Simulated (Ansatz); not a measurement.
Species: MoH3 (charge 0, quartet). The spin state was set by rule; other spins were not relaxed. SMILES: [MoH3]
Coordinates optimised at B3LYP-D3(BJ)/def2-TZVP (Ansatz, a first-principles code):
```xyz
4

Mo    -0.0369    -0.0051     0.0162
H      1.1812    -0.3629     1.1493
H      0.1828     1.6015    -0.4996
H      0.1843    -1.0225    -1.3298
```
Charge 0, spin multiplicity 4.

Computed values are from Ansatz. Correlated levels leave the core frozen unless marked. UHF or UKS for open shells. Spin-orbit coupling is left out. The frozen core is the preceding noble-gas configuration, with the filled d and f shells of earlier blocks. In def2 rows, elements after Kr have scalar-relativistic effective core potentials. CBS marks a two-point X^-3 extrapolation of the correlation energy; Hartree-Fock from the larger set.

The UHF reference is spin-contaminated (<S^2> 0.11 over the pure value in the largest basis). 

Task: What is the atomisation energy De at CCSD(T)/CBS(def2-TZVPPD,def2-QZVPPD)?

Result: 174.7 kcal/mol.

Task: What is the total energy at CCSD(T)/CBS(def2-TZVPPD,def2-QZVPPD)?

Result: -69.4428 Eh.

Task: What is the dipole moment at CCSD(T)/def2-SVPD?

Result: 2.78 D.

Task: What is the T1 diagnostic at CCSD/def2-QZVPPD?

Result: 0.043.
